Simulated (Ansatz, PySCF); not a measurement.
Dissociation curve of SMILES [Cl][GeH3] (H3ClGe). The Ge1–H5 bond (Ge1 also carries Cl, H, H; H5 carries nothing else) is varied alone, starting from the PBE0/def2-TZVP optimised geometry. Each curve is given relative to its own lowest point near equilibrium.

| R / Å | A | B | C | D |
|---|---|---|---|---|
| 1.21 | 34.8 | 35.6 | 34.7 | 35.6 |
| 1.28 | 19.2 | 19.4 | 19.1 | 19.4 |
| 1.39 | 5.4 | 5.1 | 5.3 | 5.1 |
| 1.43 | 2.7 | 2.5 | 2.7 | 2.5 |
| 1.49 | 0.5 | 0.4 | 0.5 | 0.4 |
| 1.53 | 0.0 | 0.0 | 0.0 | 0.0 |
| 1.56 | 0.0 | 0.2 | 0.1 | 0.2 |
| 1.60 | 0.6 | 0.9 | 0.7 | 0.9 |
| 1.68 | 2.9 | 3.8 | 3.2 | 3.8 |
| 1.76 | 6.5 | 8.1 | 7.0 | 8.1 |
| 1.93 | 16.6 | 19.8 | 17.7 | 19.8 |
| 2.04 | 23.9 | 28.3 | 25.6 | 28.3 |
| 2.30 | 41.2 | 54.5 | 44.5 | 48.7 |
| 2.58 | 57.9 | 71.6 | 62.8 | 68.7 |
| 2.75 | 66.7 | 76.8 | 70.6 | 79.2 |
| 3.03 | 78.7 | 81.3 | 78.3 | 93.6 |
| 3.35 | 89.2 | 83.5 | 82.6 | 105.9 |
| 3.79 | 99.2 | 84.5 | 84.9 | 116.2 |
| 4.18 | 104.8 | 84.8 | 85.6 | 120.0 |
| 4.62 | 108.9 | 84.9 | 86.0 | 119.5 |
| 5.36 | 112.4 | 85.0 | 86.2 | 110.4 |

Energies in kcal/mol.

Task: Which curve belongs to which method? The methods are restricted PBE/cc-pVTZ (Ansatz, a first-principles code); MP2 on RHF/cc-pVTZ, cores with 3d frozen (Ansatz); unrestricted B3LYP/LANL2DZ, with its core potentials past Ne run with PySCF 2.14.0; MP2 on UHF/cc-pVTZ, cores with 3d frozen run with Ansatz.

Result: A is RKS-PBE; B is UMP2; C is UKS-B3LYP/LANL2DZ; D is RMP2.

The restricted form behind RKS-PBE, RMP2 keeps the bonding electrons paired and can't separate into open-shell fragments. The unrestricted determinant behind UMP2 is spin-contaminated at 2.30 to 5.36 Å (<S²> up to 1.0, against 0.00 for a pure singlet). The T1 diagnostic of CCSD on the restricted reference of RMP2 exceeds 0.045 at 3.35 to 5.36 Å. The unrestricted determinant behind UKS-B3LYP/LANL2DZ is spin-contaminated at 2.58 to 5.36 Å (<S²> up to 1.0, against 0.00 for a pure singlet).
